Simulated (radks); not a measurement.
Tb VII, configuration [Kr] 4d10 4f8 5s2 5p3.

Calculated with a radial shooting solver on a logarithmic mesh with Libxc functionals: non-relativistic Kohn-Sham, PBE, spin-polarised, spherical densities, point nucleus; open shells are filled with parallel spins first (spin-orbit coupling, left out, can overturn this in heavy ions); relativity is left out, which matters for an element this heavy.

Energy parts (eV):
| part | energy |
|---|---|
| total | -305323.62 |
| kinetic | 305238.87 |
| electron-nucleus | -720372.85 |
| Hartree | 116436.37 |
| exchange-correlation | -6626.01 |

Orbitals (lengths in bohr, moments of r in powers of bohr; r(max) is where P^2 peaks):
orbital  occ.  eigenvalue (eV)   r(max)      <r^2>      <r^4>
1s up       1        -48706.37  0.01547  0.0007278  1.337e-06
1s down     1        -48706.13  0.01547  0.0007278  1.337e-06
2s up       1        -7846.587  0.08471    0.01155  0.0002248
2s down     1        -7846.380  0.08471    0.01155  0.0002248
2p up       3        -7475.399  0.06592   0.008587  0.0001431
2p down     3        -7475.143  0.06592   0.008587  0.0001431
3s up       1        -1795.672   0.2356    0.07459   0.008324
3s down     1        -1792.423   0.2355    0.07444   0.008290
3p up       3        -1629.627   0.2230    0.06974   0.007600
3p down     3        -1626.621   0.2229    0.06959   0.007565
3d up       5        -1320.125   0.1778    0.05557   0.005457
3d down     5        -1317.916   0.1777    0.05540   0.005421
4s up       1        -415.2092   0.5367     0.3742     0.2031
4s down     1        -409.2029   0.5368     0.3742     0.2029
4p up       3        -349.8409   0.5415     0.3942     0.2317
4p down     3        -343.8205   0.5416     0.3941     0.2313
4d up       5        -233.0299   0.5471     0.4470     0.3224
4d down     5        -226.9452   0.5473     0.4465     0.3213
4f up       7         -89.1210   0.5376     0.7121      1.099
4f down     1         -82.7776   0.5386     0.7197      1.147
5s up       1        -116.2078    1.221      1.936      5.291
5s down     1        -109.9871    1.225      1.981      5.592
5p up       3         -96.5828    1.307      2.269      7.370
5p down     0         -90.7205    1.316      2.352      8.000

The highest occupied level is 4f down at -82.778 eV. The configuration is held as typed, so some empty levels lie below it. Summed over all electrons, <r^2> = 25.21 bohr^2, which gives a Langevin (diamagnetic) susceptibility term of -20 x 10^-6 cm^3/mol. Spin moment in Bohr magnetons: 9.
